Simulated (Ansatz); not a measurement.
A structure relaxed at PBE-D4/def2-SVP in Ansatz, charge 0, singlet:

Cartesian coordinates in Å:
```
Mg 0.664 0.801 -1.181
Mg -0.803 -0.940 1.659
Mg -0.598 0.033 -4.106
Mg 0.929 1.789 1.955
Se -1.786 0.006 -0.679
Se 2.205 2.312 -0.062
Se -0.264 -1.717 -1.562
Se -0.566 0.663 3.505
Se 0.219 -2.947 0.470
```

Q: Give its formula.

A: the cluster Mg₄Se₅.

Q: Summarise the bond lengths by kind (pairs closer than 1.2 times the sum of covalent radii, bridged metal pairs left out).

A: 9 × Mg–Se 2.43 to 3.11 Å; 2 × Se–Se 2.42 to 2.46 Å.

The structure comes from a short search, and lower isomers may exist.
